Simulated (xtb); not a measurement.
C$_{2}$H$_{2}$Cl$_{2}$, triplet, at a GFN2-xTB geometry (a higher spin typed on purpose: for a closed-shell molecule this is an excited state); GFN2-xTB in xtb 6.7.1.

Here is a job for xtb.
```
$ xtb mol.xyz --gfn 2 --uhf 2 --grad --json

# file mol.xyz
6

Cl     1.84580219     0.10502188     0.36542902
C      0.62756750    -0.33863555    -0.77902184
C     -0.61363959     0.33010290    -0.79364259
Cl    -1.85199473    -0.10122815     0.33379943
H      0.79134647    -1.31157673    -1.21145625
H     -0.76964071     1.29827915    -1.23944078
```

What the program printed (banner, timings and long lists left out):

```
   ID    Z sym.   atoms
    1   17 Cl     1, 4
    2    6 C      2, 3
    3    1 H      5, 6

           -------------------------------------------------
          |                Calculation Setup                |
           -------------------------------------------------

           -------------------------------------------------
          |                 G F N 2 - x T B                 |
           -------------------------------------------------

          ...................................................
          :                      SETUP                      :
          :.................................................:
          :  # basis functions                  30          :
          :  # atomic orbitals                  28          :
          :  # shells                           12          :
          :  # electrons                        24          :
          :  max. iterations                   250          :
          :  Hamiltonian                  GFN2-xTB          :
          :  restarted?                      false          :
          :  GBSA solvation                  false          :
          :  PC potential                    false          :
          :  electronic temp.          300.0000000     K    :
          :  accuracy                    1.0000000          :
          :  -> integral cutoff          0.2500000E+02      :
          :  -> integral neglect         0.1000000E-07      :
          :  -> SCF convergence          0.1000000E-05 Eh   :
          :  -> wf. convergence          0.1000000E-03 e    :
          :  Broyden damping             0.4000000          :
          :  net charge                          0          :
          :  unpaired electrons                  2          :
          ...................................................

 iter      E             dE          RMSdq      gap      omega  full diag
   1    -14.3220967 -0.143221E+02  0.418E+00    5.21       0.0  T
   2    -14.3285868 -0.649012E-02  0.224E+00    5.43       1.0  T
   3    -14.3277891  0.797667E-03  0.127E+00    5.21       1.0  T
   4    -14.3305049 -0.271583E-02  0.149E-01    5.31       1.0  T
   5    -14.3305169 -0.120076E-04  0.259E-02    5.31       1.6  T
   6    -14.3305178 -0.858266E-06  0.136E-02    5.31       3.0  T
   7    -14.3305180 -0.203789E-06  0.679E-03    5.31       6.0  T
   8    -14.3305181 -0.876614E-07  0.133E-03    5.31      30.8  T
   9    -14.3305181 -0.711778E-08  0.420E-04    5.31      97.1  T
  10    -14.3305181 -0.155790E-09  0.156E-04    5.31     260.9  T

   *** convergence criteria satisfied after 10 iterations ***

 transition dipole moment (au) for excitation:          12          13
     X       Y       Z
  -1.2231   0.3037  -0.0125  total (au/Debye):    1.260   3.204
 dE (eV)             :    0.296
 oscillator strength :  0.16316E-01

         :::::::::::::::::::::::::::::::::::::::::::::::::::::
         ::                     SUMMARY                     ::
         :::::::::::::::::::::::::::::::::::::::::::::::::::::
         :: total energy             -14.252835774483 Eh    ::
         :: gradient norm              0.000036522041 Eh/a0 ::
         :: HOMO-LUMO gap              5.313880458439 eV    ::
         ::.................................................::
         :: SCC energy               -14.330517365619 Eh    ::
         :: -> isotropic ES            0.003118292562 Eh    ::
         :: -> anisotropic ES         -0.000528851725 Eh    ::
         :: -> anisotropic XC          0.004556515814 Eh    ::
         :: -> dispersion             -0.003756635318 Eh    ::
         :: repulsion energy           0.077681591136 Eh    ::
         :: add. restraining           0.000000000000 Eh    ::
         :: total charge               0.000000000000 e     ::
         :::::::::::::::::::::::::::::::::::::::::::::::::::::

           -------------------------------------------------
          |                Property Printout                |
           -------------------------------------------------

    * Orbital Energies and Occupations

         #    Occupation            Energy/Eh            Energy/eV
      -------------------------------------------------------------
         1        2.0000           -1.0705334             -29.1307
         2        2.0000           -1.0704875             -29.1294
         3        2.0000           -0.6429006             -17.4942
         4        2.0000           -0.5865358             -15.9605
         5        2.0000           -0.5314272             -14.4609
         6        2.0000           -0.5278240             -14.3628
         7        2.0000           -0.5227670             -14.2252
         8        2.0000           -0.4676161             -12.7245
         9        2.0000           -0.4614781             -12.5575
        10        2.0000           -0.4430973             -12.0573
        11        2.0000           -0.4294189             -11.6851
        12        1.0000           -0.3516321              -9.5684
        13        1.0000           -0.3407371              -9.2719 (HOMO)
        14                         -0.1454556              -3.9580 (LUMO)
        15                         -0.1374988              -3.7415
        16                         -0.0063511              -0.1728
        17                         -0.0004888              -0.0133
        18                          0.0004301               0.0117
        19                          0.0006717               0.0183
        20                          0.0007326               0.0199
        21                          0.0010688               0.0291
        22                          0.0100163               0.2726
        23                          0.0103994               0.2830
        24                          0.1138527               3.0981
       ...                                ...                  ...
        28                          0.3897835              10.6065
      -------------------------------------------------------------
                  HL-Gap            0.1952815 Eh            5.3139 eV
             Fermi-level           -0.3168109 Eh           -8.6209 eV

     #   Z          covCN         q      C6AA      α(0)
     1  17 Cl       0.919    -0.086   101.807    15.436
     2   6 C        2.824     0.002    27.968     8.666
     3   6 C        2.824     0.002    27.968     8.666
     4  17 Cl       0.919    -0.086   101.807    15.436
     5   1 H        0.926     0.084     1.943     2.180
     6   1 H        0.926     0.084     1.943     2.180

 Mol. C6AA /au·bohr⁶  :       1124.653114
 Mol. C8AA /au·bohr⁸  :      38760.849538
 Mol. α(0) /au        :         52.563161

Wiberg/Mayer (AO) data.
largest (>0.10) Wiberg bond orders for each atom

 ---------------------------------------------------------------------------
     #   Z sym  total        # sym  WBO       # sym  WBO       # sym  WBO
 ---------------------------------------------------------------------------
     1  17 Cl   1.281 --     2 C    1.143
     2   6 C    3.392 --     3 C    1.209     1 Cl   1.143     5 H    0.948
     3   6 C    3.392 --     2 C    1.209     4 Cl   1.143     6 H    0.948
     4  17 Cl   1.281 --     3 C    1.143
     5   1 H    0.992 --     2 C    0.948
     6   1 H    0.992 --     3 C    0.948
 ---------------------------------------------------------------------------

Topologies differ in total number of bonds
Writing topology from bond orders to xtbtopo.mol

molecular dipole:
                 x           y           z       tot (Debye)
 q only:        0.004      -0.003      -0.506
   full:        0.002      -0.002      -0.278       0.707
molecular quadrupole (traceless):
                xx          xy          yy          xz          yz          zz
 q only:       -2.643      -1.091       1.457      -0.028      -0.011       1.186
  q+dip:       -2.477      -1.821       2.661      -0.010      -0.032      -0.185
   full:       -2.244      -0.988       1.801      -0.018      -0.016       0.443

           -------------------------------------------------
          | TOTAL ENERGY              -14.252835774483 Eh   |
          | GRADIENT NORM               0.000036522041 Eh/α |
          | HOMO-LUMO GAP               5.313880458439 eV   |
           -------------------------------------------------

normal termination of xtb
```
